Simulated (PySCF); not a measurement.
Computed with UB3LYP/[Mn def2-SVP, F def2-SVP], no relativity, density fitting, PySCF.

```xyz
4
charge 0 multiplicity 5, angstrom
Mn    0.0000    0.0000   -0.1244
F     0.0000    0.0000    1.5952
F     1.6713    0.0000   -0.6091
F    -1.6713    0.0000   -0.6091
```

MnF₃ (quintet), along the line from Mn1 (at 0) through F2 (at 1.720 Å).

Q: Tabulate the fields along this line at -0.60, -0.52, -0.43, -0.34, -0.26, -0.17, -0.09, 0.09, 0.17, 0.26, 0.34, 0.43, 0.52, 0.60, 0.69, 0.77, 0.86, 0.95, 1.03, 1.12, 1.20, 1.29, 1.38, 1.46, 1.55, 1.63, 1.81, 1.89, 1.98, 2.06, 2.15, 2.24, 2.32, 2.41, 2.49, 2.58, 2.67, 2.75 Å.

A: 
| distance (Å) | electron density (e/Å³) | spin density (e/Å³) | electron localisation function | electrostatic potential (V) |
| --- | --- | --- | --- | --- |
| -0.60 | 3.3 | 0.476 | 0.574 | 53.9 |
| -0.52 | 6.28 | 0.833 | 0.689 | 80.6 |
| -0.43 | 11.1 | 1.4 | 0.714 | 129 |
| -0.34 | 17.1 | 2.14 | 0.558 | 221 |
| -0.26 | 24.2 | 2.86 | 0.145 | 407 |
| -0.17 | 97.1 | 2.5 | 0.546 | 836 |
| -0.09 | 633 | 0.858 | 0.689 | 2440 |
| 0.09 | 635 | 0.768 | 0.692 | 2440 |
| 0.17 | 96.9 | 2.51 | 0.555 | 836 |
| 0.26 | 23.2 | 3 | 0.13 | 408 |
| 0.34 | 16.2 | 2.26 | 0.517 | 222 |
| 0.43 | 10.6 | 1.46 | 0.675 | 130 |
| 0.52 | 6.06 | 0.856 | 0.637 | 80.8 |
| 0.60 | 3.3 | 0.474 | 0.489 | 53.6 |
| 0.69 | 1.88 | 0.262 | 0.291 | 37.7 |
| 0.77 | 1.23 | 0.141 | 0.163 | 27.9 |
| 0.86 | 1.02 | 0.0668 | 0.154 | 22 |
| 0.95 | 1.12 | 0.0174 | 0.302 | 19 |
| 1.03 | 1.51 | -0.021 | 0.594 | 18.9 |
| 1.12 | 2.21 | -0.0585 | 0.761 | 22.6 |
| 1.20 | 3.3 | -0.103 | 0.802 | 32.3 |
| 1.29 | 4.95 | -0.164 | 0.781 | 52.4 |
| 1.38 | 7.31 | -0.254 | 0.658 | 92 |
| 1.46 | 10.3 | -0.359 | 0.312 | 172 |
| 1.55 | 20.2 | -0.423 | 0.12 | 356 |
| 1.63 | 176 | -0.277 | 0.958 | 979 |
| 1.81 | 174 | -0.346 | 0.952 | 978 |
| 1.89 | 20.7 | -0.366 | 0.123 | 353 |
| 1.98 | 10.8 | -0.279 | 0.37 | 168 |
| 2.06 | 7.5 | -0.184 | 0.72 | 87.2 |
| 2.15 | 4.86 | -0.114 | 0.827 | 46.6 |
| 2.24 | 3.07 | -0.0717 | 0.848 | 25.1 |
| 2.32 | 1.9 | -0.045 | 0.836 | 13.4 |
| 2.41 | 1.15 | -0.0274 | 0.803 | 6.95 |
| 2.49 | 0.684 | -0.0163 | 0.746 | 3.32 |
| 2.58 | 0.41 | -0.00974 | 0.665 | 1.28 |
| 2.67 | 0.252 | -0.00602 | 0.57 | 0.133 |
| 2.75 | 0.159 | -0.00387 | 0.476 | -0.501 |

On a grid of 0.09 Å the density has a local minimum along the bond near 0.86 Å from Mn, at 1.02 e/Å³, where the ELF is 0.15.

Other spin states or occupations of the open shell can lie lower.
